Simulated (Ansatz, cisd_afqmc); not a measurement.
System: C, charge 0, triplet.

Total energies in aug-cc-pVQZ, 4 correlated electrons, 1 frozen orbitals. Open shells are spin-unrestricted; no spin-orbit coupling. Correlated methods leave the cores frozen. No relativity. AFQMC is phaseless with a CISD trial state; ± is one standard error, without the phaseless bias. Outlying blocks are dropped, and bars are widened where a walk drifts. Over all cases where full CI ran beside it in this data, AFQMC minus full CI had a median of +0.1 mEh and passed +0.4 mEh in a tenth of the cases. Full CI freezes restricted core orbitals and the other rows unrestricted ones, which leaves a small offset even where coupled cluster is exact.

```
method         program        energy (Eh)  error against FCI (mEh)
----------  ----------  -----------------  -----------------------
HF              Ansatz          -37.69335                    93.93
MP2             Ansatz          -37.76587                    21.41
CCSD            Ansatz          -37.78447                     2.81
CCSD(T)         Ansatz          -37.78687                     0.41
CCSDT(Q)        Ansatz          -37.78738                    -0.10
CCSDTQ          Ansatz          -37.78739                    -0.10
AFQMC/CISD  cisd_afqmc  -37.7871 ± 0.0001                0.2 ± 0.1
FCI             Ansatz          -37.78728                     0.00
```

Ansatz is an electronic-structure program.
